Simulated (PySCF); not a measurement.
A structure optimised at B3LYP-D3(BJ)/def2-TZVP, used in a PySCF frequency run:

```
Sn
F 1 1.9230
F 1 1.9230 2 103.45
H 1 1.6964 2 106.92 3 -112.68
H 1 1.6964 4 123.95 2 124.86
```
Charge 0, spin multiplicity 1.

Task: Write its SMILES, formula and point group.

Result: [F][SnH2][F], F2H2Sn, C2v

Task: What are its rotational constants (standard atomic weights)?

Result: 10.592, 5.5465, 3.8938 GHz
